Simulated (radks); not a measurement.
Values are calculated unless marked as measured or tabulated.
Species: Cr2+. Configuration: [Ar] 3d4. Level of theory: non-relativistic Kohn-Sham, TPSS, spin-polarised, spherical densities, point nucleus; open shells are filled with parallel spins first; meta-GGA in the generalised Kohn-Sham scheme (a radial shooting solver on a logarithmic mesh with Libxc functionals). Some entries of the table are withheld. Estimate them.

| orbital | occ. | eigenvalue (hartree) | <1/r> (bohr^-1) | <r> (bohr) |
|---|---|---|---|---|
| 1s down | 1 | -215.6383 | 23.53 | 0.06414 |
| 1s up | 1 | -215.6375 | 23.53 | 0.06414 |
| 2s up | 1 | -25.06326 | 4.981 | 0.2958 |
| 2s down | 1 | -25.00791 | 4.989 | 0.2953 |
| 2p up | 3 | (1) | 4.920 | 0.2612 |
| 2p down | 3 | (2) | 4.927 | 0.2607 |
| 3s up | 1 | -3.52808 | 1.551 | 0.9052 |
| 3s down | 1 | -3.37134 | 1.547 | 0.9071 |
| 3p up | 3 | (3) | 1.429 | 0.9583 |
| 3p down | 3 | (4) | 1.422 | 0.9634 |
| 3d up | 4 | -0.88791 | 1.098 | 1.201 |
| 3d down | 0 | -0.74159 | 1.062 | 1.264 |

Answer. 
(1) 2p up eigenvalue (hartree): -21.36412
(2) 2p down eigenvalue (hartree): -21.32007
(3) 3p up eigenvalue (hartree): -2.49774
(4) 3p down eigenvalue (hartree): -2.33984
